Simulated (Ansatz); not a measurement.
Bond stretch in SMILES [BH3-][OH2+] (H5BO), singlet. The B1–O5 bond (B1 also carries H, H, H; O5 carries H, H) is varied alone, starting from the PBE0/def2-TZVP optimised geometry.

Levels: RCCSD = CCSD on RHF/cc-pVTZ, frozen core (Ansatz, a quantum-chemistry and plane-wave program); UCCSD(T) = Ansatz with CCSD(T) on UHF/cc-pVTZ, frozen core.

Energies relative to the lowest point of each curve near equilibrium, in kJ/mol:

```tsv
R / Å	RCCSD
1.36	100.8
1.59	6.3
1.69	0.0
1.74	0.5
1.84	5.6
1.97	16.5
2.26	42.8
3.39	90.5
3.79	95.9
4.51	101.1
5.04	102.9
5.82	104.0
```

Q: Predict the corresponding UCCSD(T) column.

A: 1.36: 101.4; 1.59: 6.3; 1.69: 0.0; 1.74: 0.5; 1.84: 5.8; 1.97: 17.2; 2.26: 44.8; 3.39: 95.5; 3.79: 101.2; 4.51: 106.5; 5.04: 108.4; 5.82: 109.5 (kJ/mol).
